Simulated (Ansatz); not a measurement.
`[F][AlH][SiH2]Cl` + H₂Se → `[F][AlH][SeH]` + `[SiH3]Cl` at 700 K and 1 bar (cleavage of the Al–Si bond).

Calculated with Ansatz (gas phase, PBE0-D4/def2-TZVP geometries, no zero-point term in ΔE). CCSD(T)/CBS adds triple-zeta CCSD(T) − MP2 to the extrapolated MP2 energy (def2 sets, frozen cores). This one scheme is used for every species. For Se outer-core shells are correlated without core-valence functions, which leaves a few kJ/mol of doubt a bond. Scalar relativity is left out up to krypton. Each species was taken in one conformer, which may not be the lowest.

| species | CCSD(T)/CBS energy (Eh) | H − E (kJ/mol) | S (J/(mol·K)) |
| --- | --- | --- | --- |
| `[F][AlH][SiH2]Cl` | -1092.58044 | 140.0 | 451.8 |
| H₂Se | -2401.89790 | 61.1 | 251.1 |
| `[F][AlH][SeH]` | -2743.83001 | 94.9 | 375.3 |
| `[SiH3]Cl` | -750.69636 | 107.0 | 306.3 |

H − E and S are ideal-gas, rigid-rotor, harmonic terms from PBE0-D4/def2-TZVP, for one conformer and one mirror image of each species. 1 Eh = 2625.50 kJ/mol, R = 8.31446 J/(mol·K).

Question: By hand: ΔE, ΔH, ΔS and ΔG.

Answer: ΔE = (-2743.83001) + (-750.69636) − (-1092.58044) − (-2401.89790) = -0.04803 Eh = -126.1 kJ/mol. Δ(H − E) = 94.9 + 107.0 − 140.0 − 61.1 = 0.8, so ΔH = -125.3 kJ/mol. ΔS = 375.3 + 306.3 − 451.8 − 251.1 = -21.3 J/(mol·K). ΔG = -125.3 − 700 × (-21.3)/1000 = -110.4 kJ/mol.

Question: By hand: the equilibrium constant, and the temperature at which ΔG would vanish if ΔH and ΔS stayed fixed.

Answer: log₁₀ K = −ΔG/(RT ln 10) = 8.2. ΔG = 0 at ΔH/ΔS = 5883 K, far beyond where these terms or the molecules hold.

ΔH outweighs TΔS. A doubt of 5 kJ/mol in ΔE shifts log₁₀ K by 0.4 here. Other conformers and mirror images would add mixing entropy, several J/(mol·K) or more a flexible species. Modes under 60 cm⁻¹, often nearly free rotors, make the harmonic entropy too high. These are equilibria of isolated gas molecules and say nothing of rates. Largest T1 diagnostic: 0.012 (customary marks: 0.02 for closed shells, 0.045 for open ones).
